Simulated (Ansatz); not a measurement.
CuI, charge -1, doublet, at a GFN2-xTB geometry (such geometries of metal compounds can be far from the true shape) (the multiplicity is a formal guess) (core potentials on I) (a gas-phase anion, which may not be bound at this level). Base run: PBE0/def2-SVP (Ansatz, a quantum-chemistry and plane-wave program).

The Ansatz input:
Ansatz 0.2 input:
```yaml
crystal:
  periodic: [false, false, false]
  atoms:
    - {symbol: Cu, position_ang: [-0.00000000, -0.00000000, -1.64845868]}
    - {symbol: I, position_ang: [0.00000000, 0.00000000, 0.90198683]}
basis:
  gaussian:
    orbitals: def2-SVP
hamiltonian:
  xc: pbe0
total_charge: -1
magnetization: {spin_polarized: true, initial_magnetization: 1}
```

The bond that is stretched is that between atoms 2 and 1. A test that says stable can miss a lower solution.

Variants of this job, named by their change:

```csv
change,ΔE vs base (mEh),<S^2>,stability test says
base,0.000,0.753,minimum
spin_polarized = on; lower_state_search = off,0.000,0.753,undecided (no full test)
spin_polarized = on; lower_state_search = standard,0.000,0.753,minimum
bond × 1.25,12.657,0.752,minimum
spin_polarized = on; lower_state_search = off; bond × 1.25,12.657,0.752,undecided (no full test)
spin_polarized = on; lower_state_search = standard; bond × 1.25,12.657,0.752,minimum
bond × 1.5,25.849,0.752,minimum
spin_polarized = on; lower_state_search = off; bond × 1.5,25.849,0.752,undecided (no full test)
spin_polarized = on; lower_state_search = standard; bond × 1.5,25.849,0.752,minimum
bond × 1.8,34.291,0.751,minimum
spin_polarized = on; lower_state_search = off; bond × 1.8,34.291,0.751,undecided (no full test)
spin_polarized = on; lower_state_search = standard; bond × 1.8,34.291,0.751,minimum
bond × 2.2,38.333,0.751,minimum
spin_polarized = on; lower_state_search = off; bond × 2.2,38.333,0.751,undecided (no full test)
spin_polarized = on; lower_state_search = standard; bond × 2.2,38.333,0.751,minimum
bond × 3.0,39.663,0.751,minimum
spin_polarized = on; lower_state_search = off; bond × 3.0,39.663,0.751,undecided (no full test)
spin_polarized = on; lower_state_search = standard; bond × 3.0,39.663,0.751,minimum
```

A gas-phase anion may not be bound at this level; its values then depend on the basis.

On stretching, the SCF can end on different states; <S^2> shows the spin contamination of each.
